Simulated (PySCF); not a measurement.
C3H6AlF (SMILES C=C[CH2][AlH][F]), singlet, geometry from GFN2-xTB (such geometries of metal compounds can be far from the true shape), atoms displaced at random by about 0.03 Å a coordinate; PySCF with TPSS/STO-3G, gradient.

Input for PySCF:
```python
from pyscf import gto, scf, dft

mol = gto.M(
    atom='''
Al    0.477198    0.556754    0.607571
C    -0.822106   -0.926204    0.092294
C    -1.157875   -0.438121   -1.321511
C    -0.193652   -0.527640   -2.326738
H    -1.699547   -0.982177    0.725292
H    -0.307928   -1.923718    0.072536
H    -2.054370   -0.115412   -1.487110
H     0.805504   -0.834462   -2.093434
H    -0.470294   -0.160079   -3.281901
F     0.949957    0.757028    2.142593
H     1.143930    1.471054   -0.387400
''',
    basis='sto-3g',
    charge=0,
    spin=0,
    verbose=4,
)

mf = dft.RKS(mol)
mf.xc = 'tpss'
mf.grids.level = 0
mf.kernel()
g = mf.nuc_grad_method()
g.grid_response = False
grad = g.kernel()
```

The log (banner, timings and long lists left out):

```
PySCF version 2.14.0

[INPUT] verbose = 4
[INPUT] num. atoms = 11
[INPUT] num. electrons = 46
[INPUT] charge = 0
[INPUT] spin (= nelec alpha-beta = 2S) = 0
[INPUT] symmetry False subgroup None
[INPUT] Mole.unit = angstrom
[INPUT] Symbol           X                Y                Z      unit          X                Y                Z       unit  Magmom
[INPUT]  1 Al     0.477198000000   0.556754000000   0.607571000000 AA    0.901773527190   1.052112578756   1.148142791228 Bohr   0.0
[INPUT]  2 C     -0.822106000000  -0.926204000000   0.092294000000 AA   -1.553555185362  -1.750271895477   0.174410382941 Bohr   0.0
[INPUT]  3 C     -1.157875000000  -0.438121000000  -1.321511000000 AA   -2.188066636481  -0.827928699421  -2.497293860600 Bohr   0.0
[INPUT]  4 C     -0.193652000000  -0.527640000000  -2.326738000000 AA   -0.365949243474  -0.997095092366  -4.396897583618 Bohr   0.0
[INPUT]  5 H     -1.699547000000  -0.982177000000   0.725292000000 AA   -3.211678365826  -1.856045535847   1.370603240338 Bohr   0.0
[INPUT]  6 H     -0.307928000000  -1.923718000000   0.072536000000 AA   -0.581899586085  -3.635300160896   0.137073174171 Bohr   0.0
[INPUT]  7 H     -2.054370000000  -0.115412000000  -1.487110000000 AA   -3.882196658523  -0.218097071488  -2.810230617102 Bohr   0.0
[INPUT]  8 H      0.805504000000  -0.834462000000  -2.093434000000 AA    1.522181952242  -1.576904641357  -3.956016919853 Bohr   0.0
[INPUT]  9 H     -0.470294000000  -0.160079000000  -3.281901000000 AA   -0.888726858026  -0.302505468294  -6.201894057936 Bohr   0.0
[INPUT] 10 F      0.949957000000   0.757028000000   2.142593000000 AA    1.795158560113   1.430575588627   4.048913966410 Bohr   0.0
[INPUT] 11 H      1.143930000000   1.471054000000  -0.387400000000 AA    2.161714405674   2.779889174446  -0.732079900657 Bohr   0.0

nuclear repulsion = 198.78992710529
number of shells = 23
number of NR pGTOs = 105
number of NR cGTOs = 35
basis = sto-3g
ecp = {}

******** <class 'pyscf.dft.rks.RKS'> ********
method = RKS
initial guess = minao
damping factor = 0
level_shift factor = 0
DIIS = <class 'pyscf.scf.diis.CDIIS'>
diis_start_cycle = 1
diis_space = 8
diis_damp = 0
SCF conv_tol = 1e-09
SCF conv_tol_grad = None
SCF max_cycles = 50
direct_scf = True
direct_scf_tol = 1e-13
XC library pyscf.dft.libxc version 7.1.2
    S. Lehtola, C. Steigemann, M. J. T. Oliveira, and M. A. L. Marques,  SoftwareX 7, 1–5 (2018)
XC functionals = tpss
    J. Tao, J. P. Perdew, V. N. Staroverov, and G. E. Scuseria,  Phys. Rev. Lett. 91, 146401 (2003)
    J. P. Perdew, J. Tao, V. N. Staroverov, and G. E. Scuseria,  J. Chem. Phys. 120, 6898 (2004)
    J. Tao, J. P. Perdew, V. N. Staroverov, and G. E. Scuseria,  Phys. Rev. Lett. 91, 146401 (2003)
    J. P. Perdew, J. Tao, V. N. Staroverov, and G. E. Scuseria,  J. Chem. Phys. 120, 6898 (2004)
radial grids:
    Treutler-Ahlrichs [JCP 102, 346 (1995); DOI:10.1063/1.469408] (M4) radial grids

becke partition: Becke, JCP 88, 2547 (1988); DOI:10.1063/1.454033
pruning grids: <function nwchem_prune>
grids dens level: 0
symmetrized grids: False
atomic radii adjust function: <function treutler_atomic_radii_adjust>
small_rho_cutoff = 0
Set gradient conv threshold to 3.16228e-05
Initial guess from minao.
tot grids = 9688
init E= -454.508774869467
  HOMO = -0.271965175974928  LUMO = -0.0664151508766325  gap/eV = 5.59330
cycle= 1 E= -454.396866628509  delta_E= 0.112  |g|= 0.519  |ddm|= 4.08
  HOMO = 0.0734068065307474  LUMO = 0.107585952893198  gap/eV = 0.93006
cycle= 2 E= -453.144954263064  delta_E= 1.25  |g|= 2.32  |ddm|= 3.08
  HOMO = -0.0724783839471067  LUMO = 0.115346110957996  gap/eV = 5.11096
cycle= 3 E= -454.49422584385  delta_E= -1.35  |g|= 0.26  |ddm|= 2.24
  HOMO = -0.0873949673466046  LUMO = 0.0864377488375873  gap/eV = 4.73023
cycle= 4 E= -454.512771594659  delta_E= -0.0185  |g|= 0.11  |ddm|= 0.459
  HOMO = -0.0969180956799374  LUMO = 0.0861927623026931  gap/eV = 4.98270
cycle= 5 E= -454.516772297802  delta_E= -0.004  |g|= 0.033  |ddm|= 0.156
  HOMO = -0.0984928825080409  LUMO = 0.0881467985521485  gap/eV = 5.07872
cycle= 6 E= -454.517067986303  delta_E= -0.000296  |g|= 0.015  |ddm|= 0.0534
  HOMO = -0.0992904803841582  LUMO = 0.08943651206942  gap/eV = 5.13552
cycle= 7 E= -454.517147800845  delta_E= -7.98e-05  |g|= 0.00282  |ddm|= 0.0247
  HOMO = -0.0995628156233292  LUMO = 0.0891395182069494  gap/eV = 5.13485
cycle= 8 E= -454.517150600913  delta_E= -2.8e-06  |g|= 0.000198  |ddm|= 0.00418
  HOMO = -0.0995406791680722  LUMO = 0.0891374385040343  gap/eV = 5.13419
cycle= 9 E= -454.517150617546  delta_E= -1.66e-08  |g|= 1.2e-05  |ddm|= 0.000394
  HOMO = -0.0995429139038307  LUMO = 0.0891343383210346  gap/eV = 5.13417
cycle= 10 E= -454.517150617614  delta_E= -6.8e-11  |g|= 2.88e-06  |ddm|= 2.87e-05
  HOMO = -0.0995420847924804  LUMO = 0.0891348202425422  gap/eV = 5.13416
Extra cycle  E= -454.517150617606  delta_E= 8.19e-12  |g|= 5.78e-06  |ddm|= 1.33e-05
converged SCF energy = -454.517150617606

******** <class 'pyscf.grad.rks.Gradients'> for <class 'pyscf.dft.rks.RKS'> ********
unit = Eh/Bohr
grid_response = False
--------------- RKS gradients ---------------
         x                y                z
0 Al     0.0130869867     0.0212999241     0.0118533219
1 C    -0.0434328850    -0.0358174085    -0.0004722137
2 C    -0.1830470404     0.0784239151     0.0024974450
3 C     0.0711851771    -0.0123571948    -0.0624897216
4 H     0.0139190012     0.0022787424    -0.0093118352
5 H     0.0055609705    -0.0120803348    -0.0004800238
6 H     0.1410452217    -0.0541316226     0.0310954680
7 H    -0.0222349469     0.0094892444     0.0018491562
8 H    -0.0020576061    -0.0084262352     0.0361354561
9 F     0.0081149332     0.0013354123     0.0073976390
10 H     0.0031961819     0.0020274939    -0.0000921582
----------------------------------------------
```
